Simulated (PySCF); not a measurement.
C7H7 (doublet state).
Numbering: `[CH2:1]=[CH:2]/[C:3]([CH3:4])=[C:5]1[C:6]=[CH:7]/1` (hydrogens: H8, H9 on C1; H10 on C2; H11, H12, H13 on C4; H14 on C7)

Cartesian coordinates in Å at the GFN2-xTB level; atoms count from 1:
```
atom  x, y, z in Å
C1    -0.713    0.056    2.114
C2    -0.113   -0.508    1.051
C3     0.002    0.080   -0.241
C4    -0.561    1.435   -0.537
C5     0.598   -0.630   -1.254
C6     0.760   -0.981   -2.654
C7     1.506   -1.595   -1.664
H8    -0.750   -0.445    3.065
H9    -1.172    1.028    2.065
H10    0.323   -1.494    1.162
H11   -0.388    1.693   -1.578
H12   -0.099    2.190    0.099
H13   -1.634    1.447   -0.346
H14    2.241   -2.277   -1.305
```

The hyperfine couplings belong to this conformer and change with its torsions.

Level of theory: UKS B3LYP, pcH-1 on C H, non-relativistic, mean-field spin-orbit, GIAO in PySCF. Isolated species at its GFN2-xTB geometry (one conformer only). A GFN2-xTB geometry isn't a minimum of the functional, and hyperfine couplings can be far from their values at a DFT geometry. The frame is twisted about the C3–C5 bond at this geometry (dihedral C2–C3–C5–C7 = -28°); couplings at other torsion angles weren't computed. Stability of the SCF solution: not tested. ⟨S²⟩ is 0.777 where a pure state has 0.75.

The largest Mulliken spin populations are on C3 (+0.49), C1 (+0.42), C2 (-0.19) and C7 (+0.16). Three atoms exceed +0.15.

How do the β-proton couplings of this frozen conformer go with θ, the angle between the C–H bond and the normal to the plane of the spin centre's three neighbours, both seen down the bond from centre to carbon?

```csv
β H,on,centre,θ (°),cos²θ,a (G)
H11,C4,C3,90,0.00,+0.41
H12,C4,C3,31,0.74,+13.59
H13,C4,C3,30,0.75,+23.60
```

Fitting the Heller–McConnell form a = ρ(B0 + B2 cos²θ), with Mulliken ρ = 0.49, gives B0 = 0.7 G and B2 = 49.8 G, with a largest miss of 4.9 G.

What would the freely rotating methyl group on C4 show?

Three equal couplings, a 1:3:3:1 quartet. The mean of the three values of this geometry estimates the splitting: 12.5 G, or 35.1 MHz (three bonds 120° apart have a mean cos²θ of 1/2 at any torsion).

Couplings in gauss use g_iso = 2.0026.

The SMILES draws the unpaired electron on C6; the largest computed Mulliken spin population is on C3 (0.49 against 0.14).
